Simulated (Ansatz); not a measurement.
**Abstraction of Cl: CHBr2Cl + CBrCl2 → CHBr2 + CBrCl3**

Species: CHBr2Cl (chlorodibromomethane) `ClC(Br)Br`, singlet; CBrCl2 `Cl[C](Cl)Br`, doublet; CHBr2 `Br[CH]Br`, doublet; CBrCl3 `ClC(Cl)(Cl)Br`, singlet. A radical takes Cl: the energy is the difference in strength between two C–Cl bonds in different surroundings.

Shapes, held fixed at every level: PBE0-D4/def2-TZVP. Programs: Ansatz 0.2.0. The zero-point and thermal change to 298 K, harmonic and unscaled (PBE0-D4/def2-TZVP), is -4.3 kJ/mol.

Q: Estimate ΔH(298 K) of this reaction.

A: The highest level, CCSD(T)/def2-TZVPP, gives ΔH(298 K) = +26.0 kJ/mol; the levels span +22.2 to +33.4. The column of differences is taken from that level and isn't an error. No measured value is set beside it here. Open shells run unrestricted unless RO is named. Relativity is left out for Br unless named. Correlated rows may include outer-core shells of Br, which these sets cover unevenly.

```json
{"level": "HF/def2-SVP", "kind": "Hartree–Fock", "ΔH(298 K) (kJ/mol)": "+27.6", "less CCSD(T)/def2-TZVPP": "+1.6"}
{"level": "HF/def2-TZVPP", "kind": "Hartree–Fock", "ΔH(298 K) (kJ/mol)": "+33.4", "less CCSD(T)/def2-TZVPP": "+7.4"}
{"level": "PBE-D4/def2-TZVPP", "kind": "GGA", "ΔH(298 K) (kJ/mol)": "+30.2", "less CCSD(T)/def2-TZVPP": "+4.2"}
{"level": "B3LYP-D4/def2-TZVPP", "kind": "global hybrid", "ΔH(298 K) (kJ/mol)": "+30.9", "less CCSD(T)/def2-TZVPP": "+4.9"}
{"level": "r2SCAN0-D4/def2-TZVPP", "kind": "global hybrid", "ΔH(298 K) (kJ/mol)": "+30.3", "less CCSD(T)/def2-TZVPP": "+4.3"}
{"level": "wB97X-V/def2-TZVPP", "kind": "range-separated hybrid", "ΔH(298 K) (kJ/mol)": "+29.1", "less CCSD(T)/def2-TZVPP": "+3.1"}
{"level": "CCSD/def2-SVP", "kind": "coupled cluster or CI", "ΔH(298 K) (kJ/mol)": "+22.2", "less CCSD(T)/def2-TZVPP": "-3.8"}
{"level": "CCSD(T)/def2-TZVPP", "kind": "coupled cluster or CI", "ΔH(298 K) (kJ/mol)": "+26.0", "less CCSD(T)/def2-TZVPP": "0.0"}
```
